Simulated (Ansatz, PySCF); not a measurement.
Mg(F)(iPr) (C₃H₇FMg), SMILES C[CH](C)[Mg][F]. Atoms are numbered in the order given.

```xyz
12

Mg    -1.0736     0.1037     0.0000
F     -2.8262    -0.1314     0.0000
C      1.0152     0.3926     0.0000
C      1.6747    -0.1647     1.2614
C      1.6747    -0.1647    -1.2614
H      1.1584     1.4904     0.0000
H      2.7669     0.0213     1.2652
H      1.5495    -1.2581     1.3493
H      1.2736     0.2818     2.1865
H      1.2736     0.2818    -2.1865
H      2.7669     0.0213    -1.2652
H      1.5495    -1.2581    -1.3493
```
Charge 0, spin multiplicity 1.

Geometry optimised at PBE0-D3(BJ)/def2-SVP. The structure was generated by enumeration; whether it is a known compound was not checked. One conformer was computed; it need not be the lowest.

Two levels are set side by side: PBE-D3(BJ)/def2-SVP (Ansatz, a program for electronic structure) and PBE0-D3(BJ)/def2-SVP (Ansatz). Each level has its own optimised geometry; the coordinates shown are those of the second. Frequencies come from the Hessian of PySCF at each geometry. Differences are taken from unrounded values.

```csv
quantity,PBE0-D3(BJ)
mean bond length (Å),1.334
bond Mg1–F2 (Å),1.768
bond Mg1–C3 (Å),2.109
bond C3–C4 (Å),1.529
bond C3–C5 (Å),1.529
bond C3–H6 (Å),1.107
bond C4–H7 (Å),1.108
bond C4–H8 (Å),1.104
bond C4–H9 (Å),1.103
bond C5–H10 (Å),1.103
bond C5–H11 (Å),1.108
bond C5–H12 (Å),1.104
highest harmonic wavenumber (cm⁻¹),3116
mean harmonic wavenumber (cm⁻¹),1378
zero-point energy (kcal/mol),59.10
```

Question: What does PBE-D3(BJ) give, and how far is it from PBE0-D3(BJ)? (The exact figures need the calculation; the answer reports its results.)

Answer: 
| quantity | PBE-D3(BJ) | PBE-D3(BJ) minus PBE0-D3(BJ) |
|---|---|---|
| mean bond length (Å) | 1.343 | 0.009 |
| bond Mg1–F2 (Å) | 1.783 | 0.015 |
| bond Mg1–C3 (Å) | 2.123 | 0.014 |
| bond C3–C4 (Å) | 1.536 | 0.008 |
| bond C3–C5 (Å) | 1.536 | 0.008 |
| bond C3–H6 (Å) | 1.115 | 0.008 |
| bond C4–H7 (Å) | 1.117 | 0.009 |
| bond C4–H8 (Å) | 1.112 | 0.008 |
| bond C4–H9 (Å) | 1.111 | 0.008 |
| bond C5–H10 (Å) | 1.111 | 0.008 |
| bond C5–H11 (Å) | 1.117 | 0.009 |
| bond C5–H12 (Å) | 1.112 | 0.008 |
| highest harmonic wavenumber (cm⁻¹) | 3030 | -87 |
| mean harmonic wavenumber (cm⁻¹) | 1335 | -43 |
| zero-point energy (kcal/mol) | 57.26 | -1.84 |

Exact exchange shortens and stiffens bonds; PBE has none. Differences between two approximate levels are no errors against the true value.
